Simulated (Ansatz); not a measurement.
Basis-set series for `C1[O][GeH2][O]1`. Charge 0, multiplicity 1. The geometry is a stationary point of PBE0-D4/def2-TZVP.

```xyz
8

C     0.574   -0.951   -0.206
O     0.261   -0.372    1.058
Ge   -0.584    0.968    0.210
O    -0.004   -0.054   -1.150
H     0.125   -1.947   -0.295
H     1.661   -1.009   -0.345
H    -2.109    1.015    0.400
H     0.077    2.351    0.329
```

```csv
functional,basis,functions,energy (Eh),HOMO (eV),LUMO (eV)
PBE0-D4,def2-TZVPP,197,-2267.57287,-7.52,-0.88
PBE0-D4,def2-QZVPP,380,-2267.62910,-7.55,-1.01
ωB97M-V,def2-TZVPP,197,-2267.85952,-9.86,0.99
ωB97M-V,def2-QZVPP,380,-2267.91399,-9.90,0.67
```

(1) Give the rows for def2-SVP. (Estimate.)

Results:

(1) Computed: 
```
functional     basis  functions  energy (Eh)  HOMO (eV)  LUMO (eV)
   PBE0-D4  def2-SVP         94  -2267.07841      -7.45      -0.66
   ωB97M-V  def2-SVP         94  -2267.35968      -9.77       1.28
```

Positive LUMOs are unbound and depend on the basis. Scalar relativity is left out up to krypton.
